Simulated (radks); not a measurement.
Valence configurations of C II (all share [He]). All-electron calculation, non-relativistic Kohn-Sham, r2SCAN, spin-polarised, spherical densities, point nucleus; open shells are filled with parallel spins first; meta-GGA in the generalised Kohn-Sham scheme. Program: a radial shooting solver on a logarithmic mesh with Libxc functionals. Energies are relative to 2s2 2p1; eigenvalues in eV for spin up.

[
 {"valence": "2s2 2p1", "E (eV)": "0.000", "moment (Bohr magnetons)": "1", "e(2p)": "-17.767", "e(2s)": "-27.389"},
 {"valence": "2s1 2p2", "E (eV)": "4.173", "moment (Bohr magnetons)": "3", "e(2p)": "-19.024", "e(2s)": "-28.717"},
 {"valence": "2p3", "E (eV)": "13.768", "moment (Bohr magnetons)": "3", "e(2p)": "-19.125", "e(2s)": "-"},
 {"valence": "2s1.5 2p1.5", "E (eV)": "2.908", "moment (Bohr magnetons)": "2", "e(2p)": "-18.579", "e(2s)": "-28.284"},
 {"valence": "2s0.5 2p2.5", "E (eV)": "8.995", "moment (Bohr magnetons)": "3", "e(2p)": "-19.084", "e(2s)": "-28.680"}
]

NIST lists [He] 2s2 2p1 as the ground configuration; this level of theory agrees among the configurations tried. The energies are those of spherical high-spin densities, not of single terms.
